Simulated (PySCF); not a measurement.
C5H4O2, SMILES C=C=C1OCC1=O. Geometry: PBE0-D3(BJ)/def2-SVP. This is a generated structure with no PubChem entry under its InChIKey; it may be hypothetical.

All values below come from PBE0-D3(BJ)/def2-SVP in PySCF.

Harmonic wavenumbers (cm⁻¹): 135, 138, 247, 342, 394, 578, 581, 619, 672, 788, 917, 985, 991, 1006, 1050, 1144, 1172, 1283, 1326, 1448, 1497, 1964, 2094, 3081, 3132, 3155, 3222. Rotational constants (GHz): 5.093, 2.104, 1.520; symmetry number 1.

### Question
Work out the zero-point energy and the ideal-gas rigid-rotor harmonic-oscillator thermochemistry at 298.15 K and 1 atm.

### Answer
ZPE = ½ Σ hcν = ½ × 33964 cm⁻¹ = 203.15 kJ/mol. H − E(el) = 222.20 kJ/mol. Entropy in J/(mol K): translation 165.68, rotation 114.56, vibration 51.33, total 331.57. G − E(el) = 123.34 kJ/mol. Cp = 101.35 J/(mol K). Modes under 150 cm⁻¹ make the vibrational entropy uncertain.
